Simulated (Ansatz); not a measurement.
C2H4F2OSi, SMILES O=C[Si@@H](F)CF.

The structure is a stationary point at B3LYP-D3(BJ)/def2-SVP. The structure was generated by enumeration; whether it is a known compound was not checked. The values are those of a single conformer.

Two levels are set side by side: PBE/def2-SVPD (Ansatz, a program for electronic structure) and PBE0/def2-SVPD (Ansatz). Energy differences of separate SCF runs at the same geometry; the states with an electron removed or added have multiplicity 2 and 2. Differences are taken from unrounded values.

| quantity | PBE |
|---|---|
| vertical ionisation energy (eV) | 9.50 |
| vertical singlet–triplet gap (eV) | 2.36 |

Task: These are the PBE values. What does PBE0 give? (Estimate from the structure and the level; the computed values follow.)

Result: 
| quantity | PBE0 | PBE minus PBE0 |
|---|---|---|
| vertical ionisation energy (eV) | 9.93 | -0.43 |
| vertical singlet–triplet gap (eV) | 2.37 | -0.01 |
